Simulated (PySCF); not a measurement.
From one molecule to another.

First species: C6H9P.
Cartesian coordinates in Å at the GFN2-xTB level; atoms count from 1:
```
atom  x, y, z in Å
C1     3.5527    0.7842    0.1741
C2     2.3268    0.0274    0.2910
C3     1.2687   -0.5500    0.3614
P4    -0.1198   -1.6087    0.5669
C5    -1.3882   -0.6245    0.0464
C6    -1.2789    0.7805   -0.4470
C7    -2.7756   -1.1873    0.0703
H8     4.1117    0.7308    1.1087
H9     4.1670    0.3734   -0.6276
H10    3.3347    1.8294   -0.0479
H11   -0.2478    1.1252   -0.4422
H12   -1.6703    0.8536   -1.4633
H13   -1.8757    1.4456    0.1800
H14   -3.2090   -1.1743   -0.9315
H15   -3.4210   -0.5845    0.7120
H16   -2.7827   -2.2121    0.4372
```

Second species: C6H9P.
Cartesian coordinates in Å at the GFN2-xTB level; atoms count from 1:
```xyz
16
C6H9P angstrom
C      3.5838   -0.3920   -0.0103
C      2.2942    0.0473    0.4724
C      1.2144    0.4444    0.8312
P     -0.3366    0.9054    1.5314
C     -1.4058    0.3772    0.1260
C     -2.0560   -0.9751    0.2047
C     -2.8849    0.2568    0.3579
H      4.1838    0.4662   -0.3129
H      3.4570   -1.0533   -0.8674
H      4.1087   -0.9309    0.7784
H     -0.2515    2.2501    1.1215
H     -1.0765    0.7132   -0.8523
H     -1.8742   -1.5763    1.0843
H     -2.1452   -1.5517   -0.7040
H     -3.5502    0.5376   -0.4455
H     -3.2686    0.4902    1.3409
```

Levels: CAM-B3LYP/def2-SVPD for dipole moment, HOMO energy, LUMO energy, HOMO–LUMO gap, static isotropic polarisability and electronic spatial extent ⟨r²⟩ about the centre of nuclear charge; TDDFT CAM-B3LYP/def2-SVPD for lowest singlet excitation; TDA CAM-B3LYP/def2-SVPD for lowest triplet excitation (Tamm–Dancoff); GFN2-xTB for rotational constant A and rotational constant C. Geometries: GFN2-xTB. Each species is one conformer at its optimised geometry, gas phase, non-relativistic unless stated. Electronic properties by PySCF.

The conformers computed, where there is a choice (atom-mapped SMILES and torsion angles):
- `[CH3:1][C:2]#[C:3][PH:4][CH:5]1[CH2:6][CH2:7]1`: C3–P4–C5–C6 97°

```tsv
property	column X	column Y
dipole moment	1.51 D	1.94 D
HOMO energy	-7.93 eV	-7.50 eV
LUMO energy	1.21 eV	-0.32 eV
HOMO–LUMO gap	9.14 eV	7.18 eV
lowest singlet excitation	5.54 eV	4.52 eV
lowest triplet excitation (Tamm–Dancoff)	4.91 eV	2.45 eV
static isotropic polarisability	95.7 au	104.1 au
electronic spatial extent ⟨r²⟩ about the centre of nuclear charge	1340 bohr²	1320 bohr²
rotational constant A	5.217 GHz	5.188 GHz
rotational constant C	0.880 GHz	0.887 GHz
```

Problem. Which column belongs to which species?

Solution. Column X is the second species and column Y the first. The first has 16 atoms and 60 electrons, the second 16 and 60.

Problem. How does each property change from the first species to the second?

Solution. dipole moment -0.43 D; HOMO energy -0.43 eV; LUMO energy +1.53 eV; HOMO–LUMO gap +1.96 eV; lowest singlet excitation +1.02 eV; lowest triplet excitation (Tamm–Dancoff) +2.46 eV; static isotropic polarisability -8.4 au; electronic spatial extent ⟨r²⟩ about the centre of nuclear charge +20 bohr²; rotational constant A +0.029 GHz; rotational constant C -0.007 GHz.

On the first: The vertical singlet–triplet gap S1 − T1 is 2.07 eV (TDDFT singlet less Tamm–Dancoff triplet; S1: HOMO−1→LUMO, weight 0.96; T1: HOMO→LUMO, weight 0.93). The polarisability is 15.42 Å³ as a volume (1 au = 0.148185 Å³), or 1.73 au for each of the 60 electrons.

On the second: S1 lies 3.60 eV below the HOMO–LUMO gap; its leading configuration is HOMO→LUMO, weight 0.44, beside HOMO→LUMO+1, weight 0.27. The vertical singlet–triplet gap S1 − T1 is 0.63 eV (TDDFT singlet less Tamm–Dancoff triplet; S1: HOMO→LUMO, weight 0.44, beside HOMO→LUMO+1, weight 0.27; T1: HOMO→LUMO, weight 0.39, beside HOMO→LUMO+1, weight 0.28). GFN2-xTB frequencies show an imaginary mode (33i cm⁻¹), so this geometry is no minimum at that level.
